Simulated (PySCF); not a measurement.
## Relaxation of triplet TaCl3

Level of theory: PySCF, UPBE0, basis Ta def2-TZVP with ECP60, Cl def2-TZVP (scalar-relativistic core potentials, no spin–orbit coupling, density fitting). A (50,194) grid was used.

A start at or just off a symmetric point, pushed along the force that breaks its symmetry, of C2v symmetry, free to break it:

```xyz
4
charge 0 multiplicity 3, angstrom
Ta    0.0280    0.0000    0.0000
Cl    2.2286    0.0000    0.0000
Cl   -1.1867    1.9814    0.0000
Cl   -1.1867   -1.9814    0.0000
```

Problem. What does it relax to?

Solution. It ends at C2v with Ta–Cl 2.268 Å, Ta–Cl 2.289 Å (×2); Cl–Ta–Cl 108.6°, Cl–Ta–Cl 125.7° (×2) (after a last refinement on a finer grid). A frequency run shows a minimum. Other isomers or separated fragments may lie lower.

Problem. How much energy is released, and in how many steps?

Solution. 7.6 kJ/mol in 6 steps.

With open d or f shells other occupations or spin states may lie lower. With an element this heavy the missing spin–orbit coupling can shift these numbers.

The relaxation took 33 s on 4 threads of a shared Arm Neoverse V1 host, with 151 basis functions and 7 gradients; the process peaked at 0.85 GiB.
